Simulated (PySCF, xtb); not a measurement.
C3H4BFO2, SMILES FB1C=COCO1.

GFN2-xTB (xtb) at its own geometry gives an orbital gap of 4.03 eV and a dipole moment of 2.50 D.

Geometry: PBE0-D3(BJ)/def2-SVP. This is a generated structure with no PubChem entry under its InChIKey; it may be hypothetical. One conformer was computed; it need not be the lowest.

Question: What does HF/def2-TZVP in PySCF give? (The exact figures need the calculation; the answer reports its results.)

Answer: gap 12.99 eV (levels -10.09 and 2.90 eV), dipole 2.68 D.
